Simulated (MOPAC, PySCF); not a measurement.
H4Ge, SMILES `[GeH4]`, neutral singlet in the gas phase. 

Z-matrix (Å, degrees):
```
Ge
H 1 1.5355
H 1 1.5355 2 109.47
H 1 1.5355 2 109.47 3 120.00
H 1 1.5355 2 109.47 3 -120.00
```
Charge 0, multiplicity 1.

All levels are single points at this geometry (B3LYP-D3(BJ)/def2-TZVP); Pople sets use spherical d functions. Orbital energies aren't observables, and empty levels follow the basis.

| level | HOMO (eV) | LUMO (eV) | gap (eV) | dipole (D) | vertical IE, Delta-SCF (eV) |
|---|---|---|---|---|---|
| B3LYP-D3(BJ)/def2-TZVP in PySCF | -9.45 | 0.69 | 10.15 | 0.00 | – |
| B3LYP/6-311+G** (LANL2DZ on Ge) in PySCF | -9.48 | 0.96 | 10.45 | 0.00 | – |
| B3LYP/6-31G* in PySCF | -9.38 | 1.57 | 10.95 | 0.00 | 12.20 |
| B3LYP/LANL2DZ in PySCF | -9.54 | 1.67 | 11.21 | 0.00 | – |
| BP86/6-31G* in PySCF | -8.40 | 1.00 | 9.40 | 0.00 | – |
| M06-2X/6-31G* in PySCF | -10.81 | 2.37 | 13.18 | 0.00 | – |
| HF/6-31G* in PySCF | -12.81 | 4.39 | 17.20 | 0.00 | 11.76 |
| HF/STO-3G in PySCF | -11.21 | 13.93 | 25.14 | 0.00 | – |
| PM6 in MOPAC | -12.15 | 2.33 | 14.48 | 0.00 | – |
